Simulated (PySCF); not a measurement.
Stretching InB

Set-up: PySCF, scalar-relativistic core potentials, basis sets In def2-TZVPP with ECP28, B def2-TZVPP. Energies in eV from In + B in their ground configurations at the same level. All curves are PBE0. state 1: ³Π (triplet), unpaired electrons σ ↑, π ↑; state 2: ³Σ⁻ (triplet), unpaired electrons π ↑↑, a second solution, started from another occupation; state 3: Ms = 0 determinant of mixed spin (⟨S²⟩ near 1.0), unpaired electrons σ ↓, π ↑, a second solution, started from another occupation; state 4: Ms = 0 determinant of mixed spin (⟨S²⟩ near 1.0), unpaired electrons π ↑↓, a mixture of terms (⟨Lz²⟩ = 2.0), a second solution, started from another occupation.

| R (Å) | state 1 | state 2 | state 3 | state 4 |
| --- | --- | --- | --- | --- |
| 2.086 | -1.319 | -1.633 | -1.148 | -1.423 |
| 2.183 | -1.575 | -1.706 | -1.404 | -1.503 |
| 2.280 | -1.715 | -1.691 | -1.544 | -1.496 |
| 2.353 | -1.765 | -1.642 | -1.593 | -1.452 |
| 2.426 | -1.778 | -1.569 | -1.606 | -1.385 |
| 2.499 | -1.763 | -1.482 | -1.591 | -1.301 |
| 2.596 | -1.711 | -1.349 | -1.539 | -1.175 |
| 2.717 | -1.612 | -1.173 | -1.441 | -1.006 |
| 2.863 | -1.463 | -0.959 | -1.293 | -0.800 |
| 3.057 | -1.243 | -0.692 | -1.076 | -0.540 |

Problem. Put a parabola through the three lowest points of the state 1 curve and estimate Re, k and ωe (reduced mass 10.05 u; 1 eV/Å² = 0.16022 mdyn/Å; ωe = 1302.8·√(k/μ) cm⁻¹).

Solution. Through R = 2.353, 2.426, 2.499 Å the second-order coefficient is 2.63 eV/Å², so Re ≈ 2.423 Å, k ≈ 0.842 mdyn/Å and ωe ≈ 377 cm⁻¹. A polynomial fit of higher order to the unrounded PBE0 energies gives Re = 2.420 Å, k = 0.853 mdyn/Å, ωe = 380 cm⁻¹; anharmonicity and rounding make the difference.

The higher-order fit for each curve: state 1: Re = 2.420 Å, ωe = 380 cm⁻¹, De = 1.78 eV; state 2: Re = 2.211 Å, ωe = 468 cm⁻¹, minimum 1.71 eV below the ground-state fragments; state 3: Re = 2.420 Å, ωe = 379 cm⁻¹, minimum 1.61 eV below the ground-state fragments; state 4: Re = 2.221 Å, ωe = 460 cm⁻¹, minimum 1.51 eV below the ground-state fragments.

Spin–orbit coupling is left out, which matters for elements this heavy, above all for dissociation energies. The state is the lowest determinant that a PBE0 search found; another state may lie lower at other levels.
